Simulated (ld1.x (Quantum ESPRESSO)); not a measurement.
## Configuration tests for Tc (RRKJ)

- Element: technetium
- Generator: ld1.x (Quantum ESPRESSO) 7.5
- Type: norm-conserving RRKJ (Kleinman–Bylander form)
- Functional: LDA (PZ)
- Relativity: scalar-relativistic
- Frozen core: [Kr]
- Valence charge: 7
- Reference configuration: 4d5 5s1 5p0 (charge +1)
- Partial waves: 5p (bound, empty): rc 2.80 bohr; 4d (bound): rc 1.30 bohr; 5s (bound): rc 2.20 bohr
- Local potential: the s channel
- Core correction: none

Energies are relative to the spin-unpolarised reference configuration 4d5 5s1 5p0; without spin polarisation the order of configurations can differ from experiment. Spin-polarised rows fill each open shell by Hund’s rule, majority spin first.

Give the all-electron excitation energy and the error of the potential for: 4d5 5s2 5p0; 4d5 5s0 5p0; 4d4 5s0 5p0; 4d6 5s0 5p0; 4d3 5s0 5p0; 4d5 5s1 5p1; 4d6 5s1 5p0; 4d5 5s1 5p0 (spin-polarised); 4d5 5s2 5p0 (spin-polarised).

```json
{"valence configuration": "4d5 5s2 5p0", "charge": "0", "ΔE all-electron (eV)": "-8.432", "error AE − PS (meV)": "+8.0"}
{"valence configuration": "4d5 5s0 5p0", "charge": "+2", "ΔE all-electron (eV)": "15.203", "error AE − PS (meV)": "+12"}
{"valence configuration": "4d4 5s0 5p0", "charge": "+3", "ΔE all-electron (eV)": "44.130", "error AE − PS (meV)": "-72"}
{"valence configuration": "4d6 5s0 5p0", "charge": "+1", "ΔE all-electron (eV)": "-1.883", "error AE − PS (meV)": "-93"}
{"valence configuration": "4d3 5s0 5p0", "charge": "+4", "ΔE all-electron (eV)": "86.362", "error AE − PS (meV)": "-371"}
{"valence configuration": "4d5 5s1 5p1", "charge": "0", "ΔE all-electron (eV)": "-4.592", "error AE − PS (meV)": "+1.1"}
{"valence configuration": "4d6 5s1 5p0", "charge": "0", "ΔE all-electron (eV)": "-9.297", "error AE − PS (meV)": "-56"}
{"valence configuration": "4d5 5s1 5p0 (spin-polarised)", "charge": "+1", "ΔE all-electron (eV)": "-4.600", "error AE − PS (meV)": "+4574"}
{"valence configuration": "4d5 5s2 5p0 (spin-polarised)", "charge": "0", "ΔE all-electron (eV)": "-11.926", "error AE − PS (meV)": "+4017"}
```

Levels in the configuration 4d5 5s1 5p1:

| level | all-electron (eV) | pseudo (eV) |
| --- | --- | --- |
| 4d | -8.173 | -8.215 |
| 5s | -6.195 | -6.201 |
| 5p | -2.247 | -2.247 |
